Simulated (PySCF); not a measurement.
C4H7O, SMILES [CH2]C(=O)CC, multiplicity 2. Atoms are numbered in the order given.

```xyz
12

C      0.5552     1.8812     0.0000
C     -0.1089     0.5932     0.0000
O     -1.3485     0.5183     0.0000
C      0.7678    -0.6608     0.0000
C     -0.0356    -1.9545     0.0000
H      1.6528     1.9770     0.0000
H     -0.0677     2.7886     0.0000
H      1.4467    -0.6037     0.8811
H      1.4467    -0.6037    -0.8811
H      0.6292    -2.8403     0.0000
H     -0.6951    -2.0098    -0.8884
H     -0.6951    -2.0098     0.8884
```
Charge 0, spin multiplicity 2.

Geometry optimised at PBE-D3(BJ)/def2-SVP. The isomer is the one that the SMILES or the coordinates give; other isomers of the formula were not compared. The values are those of a single conformer.

The numbers are results of B3LYP/pcH-1 (PySCF), not measurements.

Unrestricted Kohn–Sham, ⟨S²⟩ = 0.765. Hyperfine tensors hold the contact and dipolar terms, without spin-orbit corrections.

Q: Estimate the hyperfine couplings. (Estimate from the structure and the level; the computed values follow.)

A: 
| nucleus | A(iso) (MHz) | A(iso) (G) | dipolar principal values (MHz) |
|---|---|---|---|
| 13C no. 1 | 77.1 | 27.5 | -69.0, -68.2, 137.2 |
| 13C no. 2 | -41.8 | -14.9 | -16.3, 5.3, 11.0 |
| 17O no. 3 | -19.0 | -6.8 | -90.0, 44.7, 45.4 |
| 13C no. 4 | -1.3 | -0.5 | -1.1, 0.5, 0.7 |
| 13C no. 5 | -0.9 | -0.3 | -0.4, -0.1, 0.5 |
| 1H no. 6 | -55.3 | -19.7 | -31.6, -2.4, 34.1 |
| 1H no. 7 | -55.2 | -19.7 | -29.8, -2.9, 32.7 |
| 1H no. 8 | 1.7 | 0.6 | -3.0, -1.8, 4.7 |
| 1H no. 9 | 1.7 | 0.6 | -3.0, -1.8, 4.7 |
| 1H no. 10 | 0.0 | 0.0 | -0.8, -0.7, 1.4 |
| 1H no. 11 | 2.7 | 1.0 | -1.5, -1.1, 2.6 |
| 1H no. 12 | 2.7 | 1.0 | -1.5, -1.1, 2.6 |
